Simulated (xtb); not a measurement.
CH6OSn, SMILES [CH3][SnH2][OH]. All values are semi-empirical tight-binding results from xtb (GFN2-xTB unless named), good for trends rather than for accurate numbers. Geometry optimised at GFN2-xTB. One conformer was computed; it need not be the lowest.

Optimised geometry:

```xyz
9

Sn    -0.0764     0.2836     0.0790
C      1.8306    -0.7283     0.1004
O     -1.4096    -0.9486    -0.6513
H     -0.2432     1.5433    -0.9977
H     -0.6251     0.7666     1.6015
H      1.8010    -1.5575     0.8005
H      2.6246    -0.0534     0.3935
H      2.0423    -1.1128    -0.8919
H     -1.4835    -1.8095    -0.2460
```
Charge 0, spin multiplicity 1.

For metal compounds this method's bond lengths and energies can be far off.

```yaml
orbital_gap: 5.85 eV
zero_point_energy: 37.2 kcal/mol
G − E(el) at 298.15 K (modified RRHO): 18.1 kcal/mol
```

Problem. Give the atomic charges and the Wiberg bond orders between heavy atoms. (The exact figures need the calculation; the answer reports its results.)

Solution. charges (e) Sn1 0.21, C2 -0.14, O3 -0.50, H4 0.01, H5 -0.01, H6 0.05, H7 0.04, H8 0.05, H9 0.29. Bond orders Sn1–C2 0.71, Sn1–O3 0.96.
